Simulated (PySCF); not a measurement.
**Broadened absorption spectrum of C4H4N2OSi**

Species: C4H4N2OSi.
InChI=1S/C4H4N2OSi/c5-1-4-2-8(3-7)6-4/h3,8H,2H2/t8-/m0/s1

Method used: PySCF, TDDFT B3LYP/def2-SVPD, vertical, gas phase, core orbitals frozen in the response. One conformer (not necessarily the lowest) at the GFN2-xTB geometry, without solvent, vibrations or thermal averaging. Torsions of this conformer, `[N:1]#[C:2][C:3]1=[N:4][Si@H:5]([CH:6]=[O:7])[CH2:8]1`: N4–Si5–C6–O7 134°.

Broadening: Gaussians 0.5 eV wide at half height, area fixed by f = 4.319×10⁻⁹ ∫ε dν̃. The width is an assumption, not a result. The curve ends short of the highest state used, and states not computed would add to its high-energy end.

(λ (nm), ε (L mol⁻¹ cm⁻¹)): (228.5, 2577), (237.4, 923), (246.2, 181), (255.1, 91), (264.0, 463), (272.8, 1517), (281.7, 2946), (290.6, 3657), (299.4, 3157), (308.3, 2026), (317.2, 1032), (326.0, 458), (334.9, 202), (343.8, 112), (352.6, 82), (361.5, 67), (370.4, 57), (379.2, 49), (388.1, 45), (397.0, 42), (405.8, 39), (414.7, 35), (423.6, 30), (432.4, 24), (441.3, 18), (450.1, 13), (459.0, 9), (467.9, 6), (476.7, 4), (485.6, 2), (494.5, 1), (503.3, 1), (512.2, 0), (521.1, 0), (529.9, 0), (538.8, 0)

(1) Locate the maxima and give the states behind the curve.

(2) Does any computed singlet lie in the visible range?

(3) Coming from long wavelengths, where does ε first pass 100 L mol⁻¹ cm⁻¹?

(4) On this curve, what absorbance would a 10⁻⁵ mol/L sample give at 450 nm over a 1 cm path?

## Answers

(1) 291 nm (4.26 eV), ε about 3700, made up of S4 (95%) (ε in L mol⁻¹ cm⁻¹; maxima over ε = 5, shares over 10%). At its high-energy end, 5.43 eV, the curve is still rising (ε about 2600, from S5 and S6). The states used: S1 3.05 eV (f 0.0006); S2 3.54 eV (f 0.0012); S3 4.08 eV (f 0.0049); S4 4.27 eV (f 0.065); S5 5.50 eV (f 0.030); S6 5.66 eV (f 0.034); S7 5.86 eV (f 0.0030); S8 6.03 eV (f 0.016).

(2) S1 lies in the visible range (380 to 750 nm), at 406 nm, f = 0.0006; light of that wavelength is violet, and its complementary colour is yellow-green; a Tamm–Dancoff triplet lies at 519 nm, without intensity as long as spin–orbit coupling is left out.

(3) At about 346 nm (3.58 eV), 0.53 eV above S1.

(4) 450 nm is 2.755 eV, where ε is about 13 L mol⁻¹ cm⁻¹, so A = ε c l ≈ 0.00013 (Beer–Lambert, with the gas-phase spectrum and the assumed width).
